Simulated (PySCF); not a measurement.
LDA on Se (selenium, neutral)

Configuration: [Ar] 3d10 4s1 4p4 4d1, one real determinant (an excited configuration). All numbers are calculated (PySCF 2.14, the spin-free X2C one-electron Hamiltonian (Gaussian nucleus), in x2c-QZVPPall with one added diffuse shell each of s, p, d, f type (12s9p6d5f1g, 113 functions)).

* Total energy: -2425.616 hartree
* One-electron energy: -3371.785 hartree
* Hartree (Coulomb) energy: 1030.988 hartree
* Exchange-correlation energy: -84.819 hartree
* ⟨S²⟩: 6.0029
* ⟨L²⟩: 8.011
* Sum of ⟨r⟩: 26.89 bohr
* Sum of ⟨r²⟩: 52.48 bohr²
* Traceless quadrupole moment −½Σ⟨3z² − r²⟩ along its main axis: 3.44 e·bohr²
* Langevin diamagnetic susceptibility: -41.6 ×10⁻⁶ cm³/mol

```csv
shell,electrons,mean orbital energy (hartree),spread (hartree),"rms radius, mean of both spins (bohr)"
1s α,1,-458.43156,0,0.0509
1s β,1,-458.42249,0,0.0509
2s α,1,-59.11417,0,0.213
2s β,1,-59.10809,0,0.213
2p α,3,-52.08192,0.00656,0.189
2p β,3,-52.07451,0.00359,0.189
3s α,1,-8.00769,0,0.617
3s β,1,-7.99593,0,0.617
3p α,3,-5.80792,0.01719,0.639
3p β,3,-5.79441,0.01175,0.639
3d α,5,-2.16221,0.01782,0.703
3d β,5,-2.14302,0.01092,0.703
4s α,1,-0.82131,0,1.85
4p α,3,-0.39523,0.03331,2.30
4p β,1,-0.31074,0,2.30
4d α,1,0.01508,0,4.40
```

⟨L²⟩ = 8.01 against 12 for a pure F term, so this real determinant mixes terms. The outer electron is Rydberg-like, and this basis confines it to a smaller radius and binds it less than a complete one would. At LDA the highest occupied level has a positive energy, so only the finite basis holds that electron; for this excited configuration the basis is too tight for the outer shell.

Densities and radii are taken from the X2C orbitals without a picture-change correction, which distorts them close to the nucleus.
